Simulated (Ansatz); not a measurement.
Stepwise reaction of `O[SiH](F)S[SiH2]F` with hydrogen, as a gas-phase model of exchange steps in deposition or etching. ΔE in kJ/mol.

Isolated molecules relaxed with PBE0-D4/def2-TZVP in Ansatz; ΔE leaves out vibrations. CCSD(T)/CBS adds triple-zeta CCSD(T) − MP2 to the extrapolated MP2 energy (def2 sets, frozen cores). This one scheme is used for every species. DFT in def2-TZVPP. B3LYP here is the variant with VWN-RPA as its local correlation; programs differ in this. Each species was taken in one conformer, which may not be the lowest.

```json
{"step": "1", "reaction": "`O[SiH](F)S[SiH2]F` + H₂ → `O[SiH2]S[SiH2]F` + H–F", "PBE-D4": "126.8", "B3LYP-D4": "136.2", "ωB97M-V": "135.9", "CCSD(T)/CBS": "131.1"}
{"step": "2", "reaction": "`O[SiH2]S[SiH2]F` + H₂ → `O[SiH2]S[SiH3]` + H–F", "PBE-D4": "115.1", "B3LYP-D4": "123.0", "ωB97M-V": "123.8", "CCSD(T)/CBS": "118.9"}
```

Task: By hand: ΔE of the 2 steps together at CCSD(T)/CBS.

Result: (131.1) + (118.9) = 250.0 kJ/mol, or 125.0 kJ/mol a step.

In ΔE each step is lower than the one before. All are uphill at CCSD(T)/CBS. PBE-D4 differs from CCSD(T)/CBS by -4.3 to -3.8 kJ/mol a step. Only this route is followed, and other bonds may react first. Isolated molecules leave out the surface, adducts and barriers. Largest T1 diagnostic: 0.012.
